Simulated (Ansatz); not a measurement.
A nudged elastic band was laid between two geometries of CH$_{6}$FNSn (10 atoms, charge 0, multiplicity 1).

All numbers below come from RKS PBE-D4/def2-SVP in Ansatz 0.2.0.

- movable images: 5
- climbing image: yes
- spring: 20.0 eV/Å²
- optimiser: quadratic models (default)
- start path: through a guess of the saddle point
- force threshold: 0.05 eV/Å
- iteration limit: 60
- end points: relaxed

Image 0:

```xyz
10
Properties=species:S:1:pos:R:3
Sn -0.986 -0.502 -1.104
F 0.351 -0.925 -2.499
N -0.094 -0.346 0.724
C 0.855 0.718 1.020
H 0.199 -1.252 1.108
H -2.051 -1.855 -1.077
H -1.589 1.057 -1.520
H 0.964 0.846 2.121
H 0.473 1.684 0.627
H 1.879 0.575 0.599
```

Image 6:

```xyz
10
Properties=species:S:1:pos:R:3
Sn -0.896 -0.545 -1.156
F 0.521 -1.312 -2.303
N -0.211 -0.247 0.739
C 0.801 0.758 1.032
H -0.073 -1.111 1.273
H -2.138 -1.737 -1.110
H -1.218 1.008 -1.830
H 1.852 0.452 0.811
H 0.760 1.056 2.104
H 0.602 1.679 0.442
```

(1) What changes between the two ends?

(2) Give the energies along the band, and the barrier.

(3) What is the geometry of the highest image?

Answers

(1) No bond is made or broken.  The two ends are copies of one structure, up to a mirror image or an exchange of like atoms.

(2) It converged. The highest image is number 3 of 0 to 6, 0.084 eV above the ends, which have the same energy within 2 meV. Another band between the same ends (5 images) ends at a top of the same energy, where a vibrational analysis finds 1 clearly imaginary mode.

```json
{"image": "0", "path coordinate (Å)": "0.00", "energy (eV)": "0.000"}
{"image": "1", "path coordinate (Å)": "0.53", "energy (eV)": "0.019"}
{"image": "2", "path coordinate (Å)": "1.07", "energy (eV)": "0.059"}
{"image": "3", "path coordinate (Å)": "1.60", "energy (eV)": "0.084"}
{"image": "4", "path coordinate (Å)": "2.20", "energy (eV)": "0.059"}
{"image": "5", "path coordinate (Å)": "2.80", "energy (eV)": "0.018"}
{"image": "6", "path coordinate (Å)": "3.40", "energy (eV)": "0.000"}
```

(3) 
```xyz
10
Properties=species:S:1:pos:R:3
Sn -0.983 -0.577 -1.095
F 0.330 -1.404 -2.319
N -0.115 -0.234 0.708
C 0.873 0.804 0.965
H -0.020 -1.059 1.303
H -2.214 -1.762 -0.884
H -1.363 0.935 -1.825
H 1.601 0.476 1.737
H 0.412 1.748 1.341
H 1.479 1.074 0.071
```

The run took 7.2 min on 2 threads of Intel(R) Xeon(R) Platinum 8259CL CPU @ 2.50GHz (Skylake/Cascade Lake), on a shared host, peak memory 0.16 GiB.
